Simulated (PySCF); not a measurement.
Bonds (- single, = double, # triple, : aromatic): C1-C2, C2:N3, N3:C4, C4:N5, N5:N6, N6:C7, C7-O8, O8-Si9, Si9-O10, C7:C2. C1 carries H11, H12, H13; C4 carries H14; Si9 carries H15, H16; O10 carries H17.

Theory: shielding tensors at PBE0/pcSseg-1 (GIAO), geometry: GFN2-xTB, in PySCF 2.14.0 with density-fitted response routines (one conformer, gas phase, no relativistic terms, averaged over atoms made equivalent by symmetry, fast rotation or ring inversion).

δ = σ(ref) − σ, references computed at the same level: 13C and 1H and 29Si against TMS; 15N vs NH3; 17O against H2O.

| atoms | nucleus | count | δ (ppm) |
| --- | --- | --- | --- |
| C1 | 13C | 1 | 22.7 |
| H14 | 1H | 1 | 9.48 |
| N6 | 15N | 1 | ? |
| H17 | 1H | 1 | 5.08 |
| N5 | 15N | 1 | 410.2 |
| C7 | 13C | 1 | 171.9 |
| C2 | 13C | 1 | 158.5 |
| H15/H16 | 1H | 2 | 5.46 |
| C4 | 13C | 1 | 158.2 |
| H11/H12/H13 | 1H | 3 | ? |
| O8 | 17O | 1 | 147.9 |
| Si9 | 29Si | 1 | -23.9 |
| N3 | 15N | 1 | ? |
| O10 | 17O | 1 | ? |

**Question.** Fill in the missing shifts.

**Answer.** 
- H11/H12/H13: 2.71 ppm, hydrogen on a methyl carbon on an aromatic ring; benzylic-type position, deshielded by the ring
- N6: 389.6 ppm, pyridine-type ring nitrogen
- N3: 348.6 ppm, pyridine-type ring nitrogen
- O10: 56.3 ppm, oxygen bonded to Si, H

OH/NH shifts are gas-phase values; hydrogen bonding in solution moves them, usually downfield. Shifts are as computed. Against solution values, carbons near 30 ppm lie about +3 ppm off and those near 130 ppm about +5 ppm. Of 1211 compounds with measured shifts, 218 miss one by over three times the rms of a fit or turn the order of signals round; such compounds aren't used in these exercises. Experimental scales use liquid or dissolved standards, which lie at an offset from isolated NH3 (liquid NH3: subtract about 20 ppm) and H2O (liquid H2O: subtract about 36 ppm). Unscaled 15N shifts of sp2 nitrogen come out 20 to 40 ppm too high even then.
